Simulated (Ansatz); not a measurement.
C6H18ClN3Si (`CN(C)[Si](Cl)(N(C)C)N(C)C`), relaxed with RKS PBE-D4/def2-SVP in Ansatz from a rough embedded geometry. The force threshold is 0.03 eV/Å; the program also tests the step.

The species carries charge 0 and has multiplicity 1.

Start:

```xyz
29

C     1.207    0.483   -2.441
N     0.271   -0.189   -1.504
C     0.561   -1.651   -1.502
Si   -0.312    0.734   -0.125
Cl   -0.881    2.564   -0.611
N    -1.647   -0.211    0.488
C    -2.767   -0.542   -0.368
C    -2.204    0.181    1.809
N     0.906    0.629    1.070
C     1.381   -0.604    1.703
C     2.067    1.544    0.988
H     1.155   -0.088   -3.410
H     2.178    0.439   -2.142
H     0.842    1.436   -2.720
H     1.581   -1.830   -1.098
H    -0.188   -2.181   -0.849
H     0.449   -2.041   -2.490
H    -3.419   -1.343    0.097
H    -3.382    0.306   -0.596
H    -2.454   -1.045   -1.332
H    -2.850   -0.671    2.161
H    -2.727    1.098    1.772
H    -1.425    0.292    2.531
H     0.558   -1.301    1.858
H     1.842   -0.354    2.688
H     2.108   -1.131    1.068
H     1.779    2.569    0.764
H     2.550    1.652    1.967
H     2.822    1.254    0.223
```

(1) By how much does the energy fall, and how many steps does the optimiser take? (An estimate is asked.)

(2) Which bonds change most? (Estimate.)

(3) Give the relaxed structure. (An estimate is asked.)

## Answers

(1) The calculation gave: 128.04 kJ/mol, in 8 steps.

(2) The calculation gave: Si4–Cl5 from 1.977 to 2.109 Å; C1–H13 from 1.017 to 1.118 Å; C8–H22 from 1.056 to 1.117 Å; C1–H14 from 1.057 to 1.106 Å.

(3) Ansatz gave: 
```xyz
29

C     0.919    0.331   -2.813
N     0.304   -0.246   -1.633
C     0.436   -1.692   -1.564
Si   -0.100    0.634   -0.179
Cl   -0.306    2.647   -0.773
N    -1.570   -0.057    0.429
C    -2.612   -0.544   -0.458
C    -2.027    0.186    1.786
N     1.032    0.651    1.151
C     1.318   -0.591    1.850
C     2.026    1.683    1.386
H     0.464   -0.088   -3.742
H     2.017    0.126   -2.867
H     0.775    1.428   -2.830
H     1.502   -2.026   -1.521
H    -0.082   -2.090   -0.669
H    -0.022   -2.178   -2.458
H    -2.999   -1.535   -0.123
H    -3.484    0.154   -0.497
H    -2.218   -0.653   -1.486
H    -2.373   -0.757    2.272
H    -2.882    0.904    1.815
H    -1.206    0.610    2.394
H     0.516   -1.334    1.671
H     1.381   -0.425    2.951
H     2.288   -1.049    1.532
H     1.754    2.613    0.853
H     2.100    1.921    2.473
H     3.048    1.377    1.049
```
